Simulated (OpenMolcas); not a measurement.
Pd5+ among 4 point charges of -1.6 e arranged as a tetrahedron (Td), 1.96 Å from the ion.
```
   1.1316    1.1316    1.1316  -1.60
   1.1316   -1.1316   -1.1316  -1.60
  -1.1316    1.1316   -1.1316  -1.60
  -1.1316   -1.1316    1.1316  -1.60
```

| Property | Result |
| --- | --- |
| Program | OpenMolcas |
| Method | CASSCF |
| Basis | ANO-RCC-VTZP [7s6p4d2f1g] |
| Scalar Hamiltonian | DKH2, point nucleus |
| Active space | 5 electrons in 5 orbitals (4d) |
| State averaging | 2S+1 = 6 even, 1 root; 2S+1 = 4 even, 24 roots; 2S+1 = 2 even, 75 roots |
| Spin-orbit coupling | state interaction with AMFI integrals over the reference wave functions |

Q: What is the spin-free ground state (labels of Td)?

A: 6A1, 1-fold in its orbital part, 100 % from free-ion S terms; it has the highest spin that d5 allows.

Q: What are the lowest two levels with spin-orbit coupling?

A: A 4-fold level Γ8, then a 2-fold level Γ7 0.1 cm-1 above it. Their leading multiplicities are 6 (99 %) and 6 (99 %).

Q: What is χT at 300 K, and how does it compare with the textbook value?

A: The lowest level has 2S+1 = 6, for which the spin-only value is χT = S(S+1) / 2 = 4.375 cm3 K/mol (g = 2). The computed 4.363 at 300 K differs by -0.012, through a little spin-orbit mixing out of the ground term, against the free-electron g of 2.0023, which raises it.

Q: Which ligand-field parameters describe the states?

A: A least-squares ligand-field fit to the states below 45000 cm-1, each weighted by its degeneracy and with a free common offset, gives 10Dq = -1694 cm-1 (negative for this site), B = 1079 cm-1 and C = 4414 cm-1 (C/B = 4.09), with an rms deviation of 25 cm-1. 

Without dynamic correlation the repulsion within the d shell is too large (B by tens of per cent), so at a given field states of lower spin stand too high. Point charges give a weaker field than real ligands, and real ions of this kind are as a rule low spin; the high spin found here belongs to the model. This is an electrostatic model: the charges have no orbitals. No measured value stands beside these numbers.
